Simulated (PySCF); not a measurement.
dimethyl telluride (C2H6Te), singlet, geometry from GFN2-xTB (core potentials on Te); PBE/def2-SVP in PySCF.

The PySCF input:
```python
from pyscf import gto, scf, dft

mol = gto.M(
    atom='''
C     1.51403960   -0.61814695    0.97361016
Te    0.01637111    0.19648656   -0.35400888
C    -1.60205503   -0.43829160    0.92933228
H     1.38011691   -1.68745138    1.07645886
H     2.48866467   -0.41855255    0.54994310
H     1.44343271   -0.14926988    1.94678120
H    -1.59498997   -1.51573359    1.03418433
H    -2.53486000   -0.12860379    0.47856174
H    -1.50556944    0.02094119    1.90487761
''',
    basis='def2-svp',
    ecp={'Te': 'def2-svp'},
    verbose=4,
)

mf = dft.RKS(mol)
mf.xc = 'pbe'
mf.kernel()
```

Question: Predict the main parts of the log of this PySCF run.

Answer: 
```
PySCF version 2.14.0

[INPUT] verbose = 4
[INPUT] num. atoms = 9
[INPUT] num. electrons = 42
[INPUT] charge = 0
[INPUT] spin (= nelec alpha-beta = 2S) = 0
[INPUT] symmetry False subgroup None
[INPUT] Mole.unit = angstrom
[INPUT] Symbol           X                Y                Z      unit          X                Y                Z       unit  Magmom
[INPUT]  1 C      1.514039600000  -0.618146950000   0.973610160000 AA    2.861120185746  -1.168128440235   1.839856554494 Bohr   0.0
[INPUT]  2 Te     0.016371110000   0.196486560000  -0.354008880000 AA    0.030936914255   0.371305785558  -0.668979828864 Bohr   0.0
[INPUT]  3 C     -1.602055030000  -0.438291600000   0.929332280000 AA   -3.027445243182  -0.828251086697   1.756183487918 Bohr   0.0
[INPUT]  4 H      1.380116910000  -1.687451380000   1.076458860000 AA    2.608042979781  -3.188820956719   2.034212429762 Bohr   0.0
[INPUT]  5 H      2.488664670000  -0.418552550000   0.549943100000 AA    4.702894642181  -0.790949688238   1.039241843094 Bohr   0.0
[INPUT]  6 H      1.443432710000  -0.149269880000   1.946781200000 AA    2.727692501139  -0.282079191847   3.678883292452 Bohr   0.0
[INPUT]  7 H     -1.594989970000  -1.515733590000   1.034184330000 AA   -3.014094214728  -2.864321362904   1.954325146017 Bohr   0.0
[INPUT]  8 H     -2.534860000000  -0.128603790000   0.478561740000 AA   -4.790191164115  -0.243025941681   0.904350622295 Bohr   0.0
[INPUT]  9 H     -1.505569440000   0.020941190000   1.904877610000 AA   -2.845113903115   0.039573113822   3.599696983716 Bohr   0.0

nuclear repulsion = 130.783456879979
number of shells = 40
number of NR pGTOs = 151
number of NR cGTOs = 84
basis = def2-svp
ecp = {'Te': 'def2-svp'}

******** <class 'pyscf.dft.rks.RKS'> ********
method = RKS
initial guess = minao
damping factor = 0
level_shift factor = 0
DIIS = <class 'pyscf.scf.diis.CDIIS'>
diis_start_cycle = 1
diis_space = 8
diis_damp = 0
SCF conv_tol = 1e-09
SCF conv_tol_grad = None
SCF max_cycles = 50
direct_scf = True
direct_scf_tol = 1e-13
XC library pyscf.dft.libxc version 7.1.2
    S. Lehtola, C. Steigemann, M. J. T. Oliveira, and M. A. L. Marques,  SoftwareX 7, 1–5 (2018)
XC functionals = pbe
    J. P. Perdew, K. Burke, and M. Ernzerhof,  Phys. Rev. Lett. 77, 3865 (1996)
    J. P. Perdew, K. Burke, and M. Ernzerhof,  Phys. Rev. Lett. 78, 1396 (1997)
    J. P. Perdew, K. Burke, and M. Ernzerhof,  Phys. Rev. Lett. 77, 3865 (1996)
    J. P. Perdew, K. Burke, and M. Ernzerhof,  Phys. Rev. Lett. 78, 1396 (1997)
radial grids:
    Treutler-Ahlrichs [JCP 102, 346 (1995); DOI:10.1063/1.469408] (M4) radial grids

becke partition: Becke, JCP 88, 2547 (1988); DOI:10.1063/1.454033
pruning grids: <function nwchem_prune>
grids dens level: 3
symmetrized grids: False
atomic radii adjust function: <function treutler_atomic_radii_adjust>
small_rho_cutoff = 0
Set gradient conv threshold to 3.16228e-05
Initial guess from minao.
tot grids = 109048
init E= -320.003234623862
  HOMO = -0.780511692229372  LUMO = -0.66642519669808  gap/eV = 3.10445
cycle= 1 E= -345.414311486369  delta_E= -25.4  |g|= 3.15  |ddm|= 8.72
  HOMO = 0.0315220040160842  LUMO = 0.0583184007338708  gap/eV = 0.72917
cycle= 2 E= -341.307385032271  delta_E= 4.11  |g|=  3.9  |ddm|= 29.8
  HOMO = -0.259685004439707  LUMO = -0.100886298733654  gap/eV = 4.32113
cycle= 3 E= -347.203668424048  delta_E= -5.9  |g|= 1.05  |ddm|= 29.1
  HOMO = -0.175190017591232  LUMO = -0.059142991164185  gap/eV = 3.15780
cycle= 4 E= -347.339745898808  delta_E= -0.136  |g|= 0.989  |ddm|= 2.32
  HOMO = -0.149138290464109  LUMO = -0.0204709085279529  gap/eV = 3.50122
cycle= 5 E= -347.627578261539  delta_E= -0.288  |g|= 0.189  |ddm|= 1.15
  HOMO = -0.168343225037283  LUMO = -0.0434581340540117  gap/eV = 3.39830
cycle= 6 E= -347.636758350006  delta_E= -0.00918  |g|= 0.0338  |ddm|= 0.224
  HOMO = -0.165827490449328  LUMO = -0.0400456053688689  gap/eV = 3.42270
cycle= 7 E= -347.637189969114  delta_E= -0.000432  |g|= 0.00849  |ddm|= 0.0577
  HOMO = -0.165389195531079  LUMO = -0.0399829149177613  gap/eV = 3.41248
cycle= 8 E= -347.637211354929  delta_E= -2.14e-05  |g|= 0.00162  |ddm|= 0.0106
  HOMO = -0.165255719767032  LUMO = -0.0399090751932007  gap/eV = 3.41086
cycle= 9 E= -347.637212379979  delta_E= -1.03e-06  |g|= 0.000135  |ddm|= 0.00259
  HOMO = -0.165264436452665  LUMO = -0.0399135807422724  gap/eV = 3.41097
cycle= 10 E= -347.637212384752  delta_E= -4.77e-09  |g|= 3.78e-05  |ddm|= 0.000231
  HOMO = -0.165259503560613  LUMO = -0.0399095330818007  gap/eV = 3.41095
cycle= 11 E= -347.637212385326  delta_E= -5.74e-10  |g|= 6.56e-06  |ddm|= 8.09e-05
  HOMO = -0.165259409335031  LUMO = -0.0399095551732263  gap/eV = 3.41094
Extra cycle  E= -347.637212385308  delta_E= 1.78e-11  |g|= 9.76e-06  |ddm|= 3.01e-05
converged SCF energy = -347.637212385308
```
